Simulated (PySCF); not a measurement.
Species, as SMILES: [SiH3][SiH] (SiH-SiH3) (closed-shell singlet).
Geometry (B3LYP-D3(BJ)/def2-TZVP, fixed):
```xyz
6

Si     0.0071     1.0500     0.8096
H     -0.4184     1.8608    -0.4081
Si     0.0198    -0.9006    -0.5838
H      0.9769    -0.6998    -1.7070
H     -1.3363    -1.1013    -1.1659
H      0.4013    -2.1512     0.1194
```

Basis-set convergence of the isotropic shielding of H6 at HF with PySCF. GIAO, no density fitting; atoms are numbered in the order shown. All functions are spherical. No added dispersion term, no relativity. Reference: the value in pcseg-3, 27.39 ppm. Deviations are taken from unrounded values.

```
basis              functions  isotropic shielding of H6 (ppm)  minus reference (ppm)
-----------------  ---------  -------------------------------  ---------------------
STO-3G                    22                            31.36                   3.97
3-21G                     34                            28.10                   0.71
6-31G                     34                            28.33                   0.94
6-31G*                    44                            27.96                   0.56
6-31+G*                   52                            27.92                   0.53
6-31G**                   56                            27.54                   0.14
6-311G**                  76                            27.46                   0.07
6-311+G**                 84                            27.55                   0.15
6-311++G(2d,2p)          110                            27.41                   0.01
6-311++G(3df,3pd)        166                            27.38                  -0.02
```

The smallest set listed that lies within 0.2 ppm of the reference with all its larger relatives (same family, alike in diffuse functions; a set with none counts only in the reference's own line) is 6-31G** (56 functions, 0.14 ppm off).
